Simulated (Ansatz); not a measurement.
A structure relaxed at PBE0-D4/def2-TZVP in Ansatz, charge 0, singlet:

```xyz
3

As    0.0170   -0.0055    0.0009
As    2.0069   -0.6571    0.1120
Se   -2.0239    0.6627   -0.1129
```

Question: Give its formula and point group.

Answer: As2Se. Point group C∞v (tolerance 0.1 Å).

Question: Summarise the bond lengths by kind (pairs closer than 1.2 times the sum of covalent radii, bridged metal pairs left out).

Answer: 1 × As–As 2.10 Å; 1 × As–Se 2.15 Å.

The restricted singlet is unstable towards broken spin symmetry in Hartree–Fock (as tested in another run); at PBE0-D4/def2-TZVP this wasn't settled. Another isomer (singlet) lies 0.80 eV lower at PBE0-D4/def2-TZVP; other spin states weren't run for this one.
